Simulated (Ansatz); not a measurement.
Basis-set extrapolation for CH₃NO₂Si (PBE0-D4/def2-TZVP geometry, frozen core, the Gaussian-basis code of Ansatz). Multiplicity 1, RHF reference.

```
                      def2-TZVPP   def2-QZVPP
                 HF  -532.870794  -532.891351
    MP2 correlation    -0.929514    -1.000567
CCSD(T) correlation    -0.984529      not run
```

Energies in hartree. Use E(X) = E(∞) + A·exp(−7.88·√X) for Hartree–Fock and E(X) = E(∞) + B·X^(−2.97) for correlation, with X = 3 and 4, and add CCSD(T) minus MP2 of the smaller set to the MP2 limit.

Question: What is the CCSD(T) energy at the basis-set limit?

Answer: HF limit: -532.891351 + (-0.020557) × 0.13774 = -532.89418. MP2 limit: -1.000567 + (-0.071053) × 0.74074 = -1.05320. Higher-order term: -0.984529 − (-0.929514) = -0.05502. Total: -534.00240 hartree, 92.3 kcal/mol below CCSD(T)/def2-TZVPP.
